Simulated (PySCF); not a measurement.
Structure from NMR data

Molecular formula: C$_{8}$H$_{12}$Si. Simulated spectra:

$^{1}$H NMR (400 MHz, computed): δ 6.59 (m, 1H), 5.74 (t, 1H), 5.51 (m, 1H), 5.38 (m, 1H), 4.60 (m, 2H), 2.96 (m, 1H), 2.70 (m, 2H), 1.86 (m, 1H), 1.65 (m, 2H).

$^{13}$C{$^{1}$H} NMR (computed): δ 177.5 (C), 148.2 (CH), 124.9 (CH), 118.3 (CH2), 35.9 (CH2), 32.5 (CH), 16.9 (CH).

- NMR shieldings at PBE0/pcSseg-1/GIAO
- coordinates at the GFN2-xTB level
- code: PySCF 2.14.0 with density-fitted response routines
- no relativistic terms, gas phase, a single conformation, one averaged value for each set of equivalent atoms

References, each an isolated molecule treated in the same way: $^{1}$H (31.72 ppm), $^{13}$C (186.93 ppm) vs TMS.

Choose the structure that fits.
A. Cc1ccc(C[SiH3])cc1
B. C=CC1=C[SiH2][C@H]2C[C@@H]1C2
C. C[C@@H]1[SiH2]CC2=C1C=CC2
D. C#C[C@](C)(C#CC)[SiH2]C
E. C=C[C@@]1(C#CC)[SiH2][C@@H]1C

## Answers

B. 

- Rings plus π bonds: 4 (2 rings in the answer).
- 7 carbon signals for 8 carbons: some carbons are equivalent by symmetry or fast rotation.
- Carbon types of the structure: 1 × C, 4 × CH, 3 × CH2, leaving 2 H on heteroatoms.
- δC 177.5: fully substituted alkene carbon.
- δC 148.2, 124.9: alkene CH; an sp2 carbon of a C=C bond.
- δC 118.3: terminal =CH2 carbon; the olefinic region.
- δC 32.5: allylic sp3 CH; saturated and bonded to C and H only.
- δH 5.51, 5.38: hydrogen on a terminal =CH2 carbon; a vinylic proton, deshielded by the sp2 carbon and the C=C anisotropy.

The others: C[C@@H]1[SiH2]CC2=C1C=CC2 would give 8 carbon signals, not 7; Cc1ccc(C[SiH3])cc1 would give 6 carbon signals, not 7; C=C[C@@]1(C#CC)[SiH2][C@@H]1C would give 8 carbon signals, not 7; C#C[C@](C)(C#CC)[SiH2]C would give 8 carbon signals, not 7.

Shifts are as computed. Against solution values, carbons near 30 ppm lie about +3 ppm off and those near 130 ppm about +5 ppm. Of 1211 compounds with measured shifts, 218 miss one by over three times the rms of a fit or turn the order of signals round; such compounds aren't used in these exercises. Multiplicities follow the n + 1 count of equivalent neighbours, as no J values were calculated; m marks all less simple cases, F and P coupling included.
